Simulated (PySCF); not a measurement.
# How exact exchange moves a shielding

Molecule: SMILES C[Si@@H](OC)P, C2H9OPSi.

Cartesian coordinates in Å; atom numbers follow the order of the lines, from 1:
```xyz
14

C     1.7222   -1.4909    0.1619
O     0.3583   -1.2561   -0.0352
Si   -0.3907    0.2029    0.2661
C    -2.1670    0.0306   -0.2656
P     0.6214    1.8210   -0.9705
H     1.9310   -2.5566   -0.0180
H     2.0448   -1.2522    1.1931
H     2.3477   -0.9025   -0.5361
H    -0.2928    0.5130    1.7305
H    -2.6331   -0.8252    0.2467
H    -2.7399    0.9371   -0.0164
H    -2.2345   -0.1384   -1.3508
H    -0.2379    2.8357   -0.4427
H     1.6439    2.0743   -0.0039
```

GIAO shieldings (ppm, equivalent atoms averaged) in PySCF 2.14 on the PBE0-D3(BJ)/def2-SVP geometry, basis pcSseg-1, gas phase, non-relativistic:

```csv
functional,exact exchange (%),σ(C1),σ(O2),σ(Si3)
BLYP,0,119.7,296.9,308.6
BP86,0,124.3,302.6,316.6
PBE,0,125.0,301.7,317.2
PBE0,25,131.3,317.3,335.3
mPW1PW91,25,130.4,316.9,334.4
BHandHLYP,50,132.5,325.7,345.2
HF,100,143.0,344.8,384.7
```

Q: Fit each shielding as a line in the percentage of exact exchange.

A: σ(C1) = 123.9 + 0.20 x (rms 2.1 ppm); σ(O2) = 302.3 + 0.45 x (rms 3.0 ppm); σ(Si3) = 314.8 + 0.69 x (rms 3.4 ppm). The functionals also differ in their semilocal parts, which the line can't hold; Hartree–Fock has no correlation at all.

Q: What does the line predict for B3LYP (20 %), and what does the run give?

A: σ(C1): 127.9 predicted, 125.3 computed; σ(O2): 311.3 predicted, 310.3 computed; σ(Si3): 328.6 predicted, 323.1 computed ppm.
